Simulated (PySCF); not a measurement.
**Solvent effects on NMR parameters**

Numbering as in the mapped SMILES `[F:1][C:2]([F:3])([F:4])[SiH3:5]`. Hydrogens are named by the atom that carries them.

GIAO PBE0/pcSseg-1 in PySCF 2.14 on one PBE0-D3(BJ)/def2-SVP conformer, non-relativistic, equivalent nuclei averaged. Solvents enter as an IEF-PCM continuum (chloroform with ε = 4.7, acetonitrile with ε = 35.7, dimethylsulfoxide with ε = 46.8) around the gas-phase geometry. Shifts are referred to CFCl3, TMS computed in the same medium.

Gas phase, δ in ppm: F1/F3/F4 -65.1, C2 134.3, Si5 -67.6, H(Si5) 4.03. Dipole moment 2.07 D.

Problem. How does each δ change in the continuum?

Solution. 
| atoms | environment | Δδ, chloroform | Δδ, acetonitrile | Δδ, dimethylsulfoxide |
| --- | --- | --- | --- | --- |
| F1/F3/F4 | fluorine of a CF3 group | -1.1 | -1.3 | -1.3 |
| C2 | CF3 carbon | +1.3 | +1.8 | +1.8 |
| Si5 | silicon bonded to C, 3 H | +1.1 | +1.4 | +1.4 |
| H(Si5) | hydrogen on a silicon bonded to C | +0.07 | +0.09 | +0.09 |

Changes are relative to the gas phase. The dipole moment becomes 2.35 D in chloroform, 2.44 D in acetonitrile, 2.44 D in dimethylsulfoxide.

Problem. Which nuclei move most (in ppm), and what does the model miss?

Solution. C2 (CF3 carbon, +1.8 ppm) in dimethylsulfoxide. A continuum only polarises the solute; specific hydrogen bonds, the anisotropy of aromatic solvents and changes of geometry or conformer are outside it.
